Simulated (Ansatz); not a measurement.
Compare A (`CCC(C)C(=O)OC`) with its isomer B (`CC(=O)OC(C)(C)C`).

Calculated with Ansatz (gas phase, PBE0-D4/def2-TZVP geometries, no zero-point term in ΔE). CCSD(T)/CBS is the MP2 limit (def2-TZVPP, def2-QZVPP) plus CCSD(T) − MP2 in def2-TZVPP, frozen cores. DFT in def2-TZVPP. B3LYP here is the variant with VWN-RPA as its local correlation; programs differ in this. Each species was taken in one conformer, which may not be the lowest.

Question: Which is lower in electronic energy at CCSD(T)/CBS, and by how much? (An estimate is asked.)

Answer: The calculation gave: B, by 25.7 kJ/mol.

Question: Give E(B) − E(A) in kJ/mol with B3LYP, ωB97M-V, PBE-D4, CCSD/def2-TZVPP, LDA (SPW92), B2PLYP, PBE0-D4. (An estimate is asked.)

Answer: Computed: B3LYP -20.5, ωB97M-V -26.2, PBE-D4 -23.0, CCSD/def2-TZVPP -22.7, LDA (SPW92) -31.1, B2PLYP -22.7, PBE0-D4 -23.0. None reverses the order clearly.

Largest T1 diagnostic: 0.013.

The D4 term adds −3.2 kJ/mol with B3LYP and −1.6 kJ/mol with PBE0; it sums over pairs of atoms, weighted by their polarisabilities, and B3LYP, whose exchange is more repulsive, gets the larger term. Leaving LDA and LC-ωPBE aside and taking each functional with its dispersion term where it has one, the values, not all of them listed here, spread over 7.0 kJ/mol, from B97M-V to B2PLYP. LDA lies −10.0 kJ/mol from PBE without D4.
